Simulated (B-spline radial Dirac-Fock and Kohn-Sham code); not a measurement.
# Relativistic shifts of the levels of Gd⁴⁺

System: gadolinium as Gd⁴⁺, [Xe] 4f6.

Both columns are ΔSCF binding energies of the configuration average from a B-spline atomic structure program: non-relativistic Hartree-Fock with a point nucleus, and Dirac-Fock with a finite nucleus and the Coulomb interaction alone, averaged over the two j levels with weights 2j+1.

| shell | Hartree-Fock (eV) | Dirac-Fock (eV) | shift (eV) | shift (%) |
| --- | --- | --- | --- | --- |
| 1s | 47526.3 | 50513.7 | +2987.46 | +6.29 |
| 2s | 7700.6 | 8468.8 | +768.23 | +9.98 |
| 2p | 7309.9 | 7553.7 | +243.81 | +3.34 |
| 3s | 1774.8 | 1954.7 | +179.90 | +10.14 |
| 3p | 1600.3 | 1663.2 | +62.91 | +3.93 |
| 3d | 1278.5 | 1263.6 | -14.88 | -1.16 |
| 4s | 409.8 | 451.8 | +41.98 | +10.24 |
| 4p | 339.7 | 352.8 | +13.14 | +3.87 |
| 4d | 213.7 | 209.5 | -4.18 | -1.96 |
| 4f | 66.66 | 61.07 | -5.59 | -8.39 |
| 5s | 94.88 | 101.8 | +6.97 | +7.35 |
| 5p | 71.86 | 73.32 | +1.45 | +2.02 |

Relativity binds 1s, 2s, 2p, 3s, 3p, 4s, 4p, 5s, 5p more strongly, among those listed most of all 4s in relative terms, and 3d, 4d, 4f more weakly, because the contracted s and p shells screen the nucleus better.

Values without a named source are computed, but for edge energies of neutral atoms, which are taken from tables.
